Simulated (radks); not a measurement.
All-electron atom: Tb64+ in 1s1 (the NIST ground configuration). All-electron calculation, non-relativistic Kohn-Sham, PBE, spin-polarised, spherical densities, point nucleus; open shells are filled with parallel spins first (spin-orbit coupling, left out, can overturn this in heavy ions); relativity is left out, which matters for an element this heavy. Program: a radial shooting solver on a logarithmic mesh with Libxc functionals. Some entries of the table are withheld. Estimate them.

orbital  occ.  eigenvalue (hartree)  r(max) (bohr)
1s up       1             -2097.234            (1)
2s up       0             -518.8320        0.08077
2p up       0             -517.6272        0.06185

Answer. 
(1) 1s up r(max) (bohr): 0.01538
